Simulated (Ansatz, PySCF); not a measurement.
This Ansatz (an electronic-structure program) input computes a SVWN5/def2-TZVPD energy:

Ansatz 0.2 input:
```yaml
crystal:
  periodic: [false, false, false]
  atoms:
    - {symbol: O, position_ang: [-1.07062083, 0.45294967, 0.28778807]}
    - {symbol: C, position_ang: [-0.11330540, -0.51406056, -0.06751914]}
    - {symbol: O, position_ang: [1.17599322, 0.02511925, -0.22499623]}
    - {symbol: H, position_ang: [-1.11990315, 1.10353250, -0.42323741]}
    - {symbol: H, position_ang: [-0.34489975, -0.98475515, -1.02619164]}
    - {symbol: H, position_ang: [-0.14958005, -1.25867342, 0.73152913]}
    - {symbol: H, position_ang: [1.45123623, 0.39970806, 0.62068013]}
basis:
  gaussian:
    orbitals: def2-TZVPD
hamiltonian:
  xc: {name: SVWN5}
output: {forces: true}
```

**Question.** Write an input for the same energy in PySCF and say what it gives.

**Answer.** 
```python
from pyscf import gto, scf, dft

mol = gto.M(
    atom='''
    O    -1.07062083    0.45294967    0.28778807
    C    -0.11330540   -0.51406056   -0.06751914
    O     1.17599322    0.02511925   -0.22499623
    H    -1.11990315    1.10353250   -0.42323741
    H    -0.34489975   -0.98475515   -1.02619164
    H    -0.14958005   -1.25867342    0.73152913
    H     1.45123623    0.39970806    0.62068013
    ''',
    basis='def2-tzvpd',
    charge=0,
    spin=0,
    verbose=4,
)

mf = dft.RKS(mol, xc='svwn').density_fit(auxbasis='def2-universal-jkfit')
mf.grids.level = 3
mf.conv_tol = 1e-9
mf.max_cycle = 100
mf.max_memory = 1500
mf.kernel()
if not mf.converged:
    mf = mf.newton()
    mf.kernel(mf.make_rdm1())
mf.analyze()
```
It gives -189.58962 Eh, and Ansatz -189.58954 Eh, a difference of 0.08 mEh, from the treatment of integrals and grids.
